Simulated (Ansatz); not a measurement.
The first iterations of a band of CH7AlBNSi (12 atoms, charge 0, multiplicity 1).

Level of theory: RKS B3LYP-D4/6-31G (Ansatz 0.2.0).

| Property | Result |
| --- | --- |
| movable images | 7 |
| climbing image | yes |
| spring | 0.1 eV/Å² |
| optimiser | quadratic models (default) |
| start path | IDPP |
| force threshold | 0.03 eV/Å |
| iteration limit | 41 |
| end points | relaxed |

First end point:

```xyz
12
Properties=species:S:1:pos:R:3
B -2.123 0.993 0.840
C -1.407 1.653 -0.372
N -0.696 0.659 -0.742
Al 0.181 -0.888 -0.978
Si 2.322 -1.101 0.197
H -3.127 0.374 0.661
H -1.590 1.007 1.908
H -1.397 2.628 -0.869
H -0.519 -1.918 -1.978
H 2.511 -2.488 0.756
H 2.437 -0.130 1.340
H 3.486 -0.845 -0.728
```

Last end point:

```xyz
12
Properties=species:S:1:pos:R:3
B -2.293 -0.276 0.957
C -1.861 1.108 0.396
N -0.897 0.725 -0.348
Al 0.400 -0.107 -1.265
Si 2.560 -0.326 -0.123
H -3.070 -0.941 0.342
H -1.746 -0.707 1.927
H -2.172 2.152 0.501
H -0.003 -0.560 -2.742
H 2.417 -0.223 1.372
H 3.526 0.748 -0.555
H 3.216 -1.648 -0.428
```

| iteration | highest image above the first end (eV) | largest band force component (eV/Å) |
| --- | --- | --- |
| 1 | 0.046 | 0.799 |
| 2 | 0.016 | 0.172 |

Q: Does the band converge within its limit, and where does its top end?

A: The forces met the threshold. It ended after 6 iterations with the highest image 0.002 eV above the first end. The top lies less than 8 meV above the higher end, about what the thresholds resolve: that end is a shoulder or a very shallow well. Another band between the same ends (7 images) ends at a top of the same energy, where a vibrational analysis finds no clearly imaginary modes. Limits of this set-up: no polarisation functions.

Time of the run: 2.7 min on 1 thread of Arm Neoverse V2, on a shared host, peak memory 0.16 GiB.
